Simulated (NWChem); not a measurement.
System: GeBr3, doublet; SMILES [Br][Ge]([Br])[Br]

NWChem printed, in part:

```
             Northwest Computational Chemistry Package (NWChem) 7.3.0
             --------------------------------------------------------

 C3  symmetry detected

                             Geometry "geometry" -> ""
                             -------------------------

 Output coordinates in angstroms (scale by  1.889725989 to convert to a.u.)

  No.       Tag          Charge          X              Y              Z
 ---- ---------------- ---------- -------------- -------------- --------------
    1 Br                  35.0000    -1.23470458    -1.80086558    -0.18289658
    2 Ge                  32.0000     0.00000000     0.00000000     0.60012942
    3 Br                  35.0000    -0.94224305     1.96971832    -0.18289658
    4 Br                  35.0000     2.17694763    -0.16885275    -0.18289658

 Effective nuclear repulsion energy (a.u.)    1280.7308769989

      Symmetry information
      --------------------

 Group name             C3
 Group number              5
 Group order               3
 No. of unique centers     2

  xc_inp: hfexch multiplicative factor not found.

                                 NWChem DFT Module
                                 -----------------

 Summary of "ao basis" -> "ao basis" (spherical)
 ------------------------------------------------------------------------------
       Tag                 Description            Shells   Functions and Types
 ---------------- ------------------------------  ------  ---------------------
 Br                        def2-svpd                15       41   6s5p4d
 Ge                        def2-svpd                14       38   6s4p4d

      Symmetry analysis of basis
      --------------------------

        a          55
        e+         53
        e-         53

  Rotation of axis

            General Information
            -------------------
          SCF calculation type: DFT
          Wavefunction type:  spin polarized.
          No. of atoms     :     4
          No. of electrons :   137
           Alpha electrons :    69
            Beta electrons :    68
          Charge           :     0
          Spin multiplicity:     2
          Use of symmetry is: on ; symmetry adaption is: on
          Maximum number of iterations: 150
          AO basis - number of functions:   161
                     number of shells:    59
          Convergence on energy requested:  1.00D-06
          Convergence on density requested:  1.00D-05
          Convergence on gradient requested:  5.00D-04

              XC Information
              --------------
                     Hartree-Fock (Exact) Exchange  1.000

      Superposition of Atomic Density Guess
      -------------------------------------

 Sum of atomic energies:       -9791.30851904

      Non-variational initial energy
      ------------------------------

 Total energy =   -9791.951591
 1-e energy   =  -16198.977456
 2-e energy   =    5126.294988
 HOMO         =      -0.186643
 LUMO         =       0.020143

   Symmetry analysis of molecular orbitals - initial alpha
   -------------------------------------------------------

  Numbering of irreducible representations:

     1 a           2 e+          3 e-

  Orbital symmetries:

     1 e+          2 e+          3 a           4 a           5 e+
     6 e+          7 a           8 a           9 e+         10 e+
    11 e+         12 e+         13 a          14 a          15 e+
    16 e+         17 a          18 e+         19 e+         20 a
    21 a          22 e+         23 e+         24 a          25 e+
    26 e+         27 a          28 e+         29 e+         30 e+
    31 e+         32 a          33 a          34 e+         35 e+
    36 a          37 a          38 e+         39 e+         40 a
    41 e+         42 e+         43 e+         44 e+         45 a
    46 a          47 e+         48 e+         49 e+         50 e+
    51 a          52 e+         53 e+         54 e+         55 e+
    56 a          57 a          58 e+         59 e+         60 a
    61 e+         62 e+         63 a          64 e+         65 e+
    66 e+         67 e+         68 a          69 a          70 a
    71 e+         72 e+         73 a          74 e+         75 e+
    76 a          77 e+         78 e+         79 e+

   Symmetry analysis of molecular orbitals - initial beta
   ------------------------------------------------------

  Numbering of irreducible representations:

     1 a           2 e+          3 e-

  Orbital symmetries:

     1 e+          2 e+          3 a           4 a           5 e+
     6 e+          7 a           8 a           9 e+         10 e+
    11 e+         12 e+         13 a          14 a          15 e+
    16 e+         17 a          18 e+         19 e+         20 a
    21 a          22 e+         23 e+         24 a          25 e+
    26 e+         27 a          28 e+         29 e+         30 e+
    31 e+         32 a          33 a          34 e+         35 e+
    36 a          37 a          38 e+         39 e+         40 a
    41 e+         42 e+         43 e+         44 e+         45 a
    46 a          47 e+         48 e+         49 e+         50 e+
    51 a          52 e+         53 e+         54 e+         55 e+
    56 a          57 a          58 e+         59 e+         60 a
    61 e+         62 e+         63 a          64 e+         65 e+
    66 e+         67 e+         68 a          69 a          70 a
    71 e+         72 e+         73 a          74 e+         75 e+
    76 a          77 e+         78 e+         79 e+

     ---------------------------------------------
      Total Density - Mulliken Population Analysis
     ---------------------------------------------

    Atom       Charge   Shell Charges
 -----------   ------   -------------------------------------------------------
    1 Br  35    35.56   2.00  2.00  2.00  1.38  0.58  0.01  6.00  5.99  2.37  3.06  0.13  8.23  1.73  0.06  0.02
    2 Ge  32    30.33   2.00  2.00  2.00  1.15  0.11 -0.01  6.00  5.98  0.64  0.40  8.14  1.80  0.19 -0.07
    3 Br  35    35.56   2.00  2.00  2.00  1.38  0.58  0.01  6.00  5.99  2.37  3.06  0.13  8.23  1.73  0.06  0.02
    4 Br  35    35.56   2.00  2.00  2.00  1.38  0.58  0.01  6.00  5.99  2.37  3.06  0.13  8.23  1.73  0.06  0.02

     --------------------------------------------
      Spin Density - Mulliken Population Analysis
     --------------------------------------------

    Atom       Charge   Shell Charges
 -----------   ------   -------------------------------------------------------
    1 Br  35     0.14   0.00  0.00  0.00  0.00 -0.00 -0.00  0.00  0.00  0.07  0.06 -0.01  0.00  0.00  0.00  0.01
    2 Ge  32     0.59   0.00  0.00  0.00  0.21  0.15  0.04  0.00  0.00  0.09  0.10  0.00 -0.00  0.00  0.01
    3 Br  35     0.14   0.00  0.00  0.00  0.00 -0.00 -0.00  0.00  0.00  0.07  0.06 -0.01  0.00  0.00  0.00  0.01
    4 Br  35     0.14   0.00  0.00  0.00  0.00 -0.00 -0.00  0.00  0.00  0.07  0.06 -0.01  0.00  0.00  0.00  0.01

   convergence    iter        energy       DeltaE   RMS-Dens  Diis-err
 ---------------- ----- ----------------- --------- --------- ---------
 d= 0,ls=0.0,diis     1  -9791.4547550123 -1.11D+04  3.78D-03  8.66D-02
                                                     2.97D-03  8.51D-02
 d= 0,ls=0.0,diis     2  -9791.5016178817 -4.69D-02  1.38D-03  5.03D-02
                                                     1.20D-03  4.65D-02
 d= 0,ls=0.0,diis     3  -9791.5275354204 -2.59D-02  8.81D-04  1.48D-03
                                                     3.48D-04  1.21D-03
 d= 0,ls=0.0,diis     4  -9791.5300248198 -2.49D-03  6.13D-04  3.85D-04
                                                     1.99D-04  2.38D-04
 d= 0,ls=0.0,diis     5  -9791.5307947275 -7.70D-04  2.27D-04  4.58D-05
                                                     8.05D-05  2.43D-05
  Resetting Diis
 d= 0,ls=0.0,diis     6  -9791.5309060630 -1.11D-04  8.96D-05  7.92D-06
                                                     4.30D-05  6.51D-06
 d= 0,ls=0.0,diis     7  -9791.5309309606 -2.49D-05  2.04D-05  2.12D-06
                                                     1.48D-05  1.90D-06
 d= 0,ls=0.0,diis     8  -9791.5309354248 -4.46D-06  2.30D-05  1.06D-06
                                                     1.63D-05  8.37D-07
 d= 0,ls=0.0,diis     9  -9791.5309385999 -3.18D-06  2.57D-05  3.28D-07
                                                     1.87D-05  3.44D-07
 d= 0,ls=0.0,diis    10  -9791.5309399302 -1.33D-06  1.76D-06  4.30D-09
                                                     1.42D-06  6.60D-09
 d= 0,ls=0.0,diis    11  -9791.5309399421 -1.19D-08  6.43D-07  6.22D-10
                                                     5.00D-07  1.25D-09

         Total DFT energy =    -9791.530939942084
      One electron energy =   -16197.784557840270
           Coulomb energy =     5472.067116420902
    Exchange-Corr. energy =     -346.544375521577
 Nuclear repulsion energy =     1280.730876998861

 Numeric. integr. density =        0.000000000000

                  Occupations of the irreducible representations
                  ----------------------------------------------

                     irrep           alpha         beta
                     --------     --------     --------
                     a                25.0         24.0
                     e+               44.0         44.0
                     e-                0.0          0.0

                    DFT Final Alpha Molecular Orbital Analysis
                    ------------------------------------------

 Vector   67  Occ=1.000000D+00  E=-4.363074D-01  Symmetry=e+
              MO Center= -1.7D-01, -4.7D-01, -1.3D-01, r^2= 6.0D+00
   Bfn.  Coefficient  Atom+Function         Bfn.  Coefficient  Atom+Function
  ----- ------------  ---------------      ----- ------------  ---------------
    18      0.313970  1 Br pz                15      0.277638  1 Br pz
    17     -0.215875  1 Br py                96     -0.199270  3 Br py
    14     -0.191630  1 Br py               138     -0.192419  4 Br pz
   136     -0.188953  4 Br px                16     -0.187362  1 Br px
   137     -0.185419  4 Br py                12     -0.181931  1 Br pz

 Vector   68  Occ=1.000000D+00  E=-4.284275D-01  Symmetry=a
              MO Center=  1.4D-13,  3.0D-14, -1.6D-01, r^2= 6.2D+00
   Bfn.  Coefficient  Atom+Function         Bfn.  Coefficient  Atom+Function
  ----- ------------  ---------------      ----- ------------  ---------------
   137      0.357309  4 Br py                95     -0.323296  3 Br px
   134      0.315519  4 Br py                16      0.295582  1 Br px
    92     -0.285484  3 Br px                13      0.261011  1 Br px
   131     -0.207191  4 Br py                17     -0.202656  1 Br py
    89      0.187468  3 Br px                14     -0.178954  1 Br py

 Vector   69  Occ=1.000000D+00  E=-3.694435D-01  Symmetry=a
              MO Center= -8.5D-13,  7.6D-13,  4.8D-01, r^2= 5.0D+00
   Bfn.  Coefficient  Atom+Function         Bfn.  Coefficient  Atom+Function
  ----- ------------  ---------------      ----- ------------  ---------------
    46      0.441347  2 Ge s                 45      0.398585  2 Ge s
    56      0.329156  2 Ge pz                59      0.280013  2 Ge pz
    18     -0.268728  1 Br pz                97     -0.268728  3 Br pz
   138     -0.268728  4 Br pz                44     -0.219622  2 Ge s
    15     -0.215604  1 Br pz                94     -0.215604  3 Br pz

 Vector   70  Occ=0.000000D+00  E= 4.675956D-02  Symmetry=a
              MO Center= -8.4D-13, -2.8D-13,  6.7D-02, r^2= 1.1D+01
   Bfn.  Coefficient  Atom+Function         Bfn.  Coefficient  Atom+Function
  ----- ------------  ---------------      ----- ------------  ---------------
    46      1.331036  2 Ge s                 59     -0.539328  2 Ge pz
    47      0.534387  2 Ge s                139      0.477645  4 Br px
    99      0.432177  3 Br py                45      0.401669  2 Ge s
    20     -0.395128  1 Br py               136      0.297278  4 Br px
    19     -0.270907  1 Br px                96      0.268980  3 Br py

 Vector   71  Occ=0.000000D+00  E= 6.756280D-02  Symmetry=e+
              MO Center= -3.3D-01, -9.2D-01, -1.1D-01, r^2= 1.7D+01
   Bfn.  Coefficient  Atom+Function         Bfn.  Coefficient  Atom+Function
  ----- ------------  ---------------      ----- ------------  ---------------
    20      1.009061  1 Br py                 6      0.872046  1 Br s
   139      0.791555  4 Br px                19      0.752438  1 Br px
    99      0.595030  3 Br py               126     -0.533846  4 Br s
    58      0.487595  2 Ge py                57      0.436199  2 Ge px
    85     -0.338201  3 Br s                 21      0.297024  1 Br pz

 Vector   72  Occ=0.000000D+00  E= 6.756280D-02  Symmetry=e+
              MO Center=  3.3D-01,  9.2D-01, -1.1D-01, r^2= 1.7D+01
   Bfn.  Coefficient  Atom+Function         Bfn.  Coefficient  Atom+Function
  ----- ------------  ---------------      ----- ------------  ---------------
    99      0.991478  3 Br py               139     -0.986477  4 Br px
    85     -0.811692  3 Br s                126      0.698736  4 Br s
    98     -0.640199  3 Br px                57     -0.487595  2 Ge px
    58      0.436199  2 Ge py                20      0.352590  1 Br py
   140      0.313473  4 Br py               100     -0.276467  3 Br pz

                     DFT Final Beta Molecular Orbital Analysis
                     -----------------------------------------

 Vector   66  Occ=1.000000D+00  E=-4.337098D-01  Symmetry=e+
              MO Center=  6.4D-01, -2.1D-01, -1.3D-01, r^2= 5.8D+00
   Bfn.  Coefficient  Atom+Function         Bfn.  Coefficient  Atom+Function
  ----- ------------  ---------------      ----- ------------  ---------------
   138      0.357838  4 Br pz               135      0.313688  4 Br pz
   136      0.271095  4 Br px               133      0.237038  4 Br px
    16      0.230292  1 Br px                95      0.219675  3 Br px
    18     -0.216104  1 Br pz               132     -0.206645  4 Br pz
    13      0.202892  1 Br px                92      0.194007  3 Br px

 Vector   67  Occ=1.000000D+00  E=-4.337098D-01  Symmetry=e+
              MO Center= -6.4D-01,  2.1D-01, -1.3D-01, r^2= 5.8D+00
   Bfn.  Coefficient  Atom+Function         Bfn.  Coefficient  Atom+Function
  ----- ------------  ---------------      ----- ------------  ---------------
    97      0.331365  3 Br pz                94      0.290482  3 Br pz
    18     -0.288427  1 Br pz                96      0.261033  3 Br py
    15     -0.252842  1 Br pz                17      0.250416  1 Br py
    93      0.228618  3 Br py                14      0.219732  1 Br py
   137      0.209613  4 Br py                91     -0.191358  3 Br pz

 Vector   68  Occ=1.000000D+00  E=-4.256640D-01  Symmetry=a
              MO Center= -4.5D-14,  1.3D-12, -1.7D-01, r^2= 6.3D+00
   Bfn.  Coefficient  Atom+Function         Bfn.  Coefficient  Atom+Function
  ----- ------------  ---------------      ----- ------------  ---------------
   137      0.358185  4 Br py                95     -0.324088  3 Br px
   134      0.314239  4 Br py                16      0.296306  1 Br px
    92     -0.284326  3 Br px                13      0.259952  1 Br px
   131     -0.206693  4 Br py                17     -0.203152  1 Br py
    89      0.187018  3 Br px                14     -0.178228  1 Br py

[...]
```

Level: UHF/def2-SVPD. In the optimisation the excess spin sits in a (C3, its own frame). Structure relaxed at the PBE0/def2-SVP, spin-unrestricted level. No stability test was run on the SCF state.

Which NWChem input produces such a log?

This is not unique; one that fits is the input that was run:
```
start job
memory heap 200 mb stack 900 mb global 1100 mb
geometry units angstroms noautoz
  Br     0.743154    -2.053128    -0.180096
  Ge     0.000000     0.000000     0.602930
  Br    -2.149638     0.382974    -0.180096
  Br     1.406484     1.670154    -0.180096
end
basis spherical
  * library def2-svpd
end
dft
  odft
  mult 2
  xc hfexch
  iterations 150
  mulliken
end
task dft energy
```
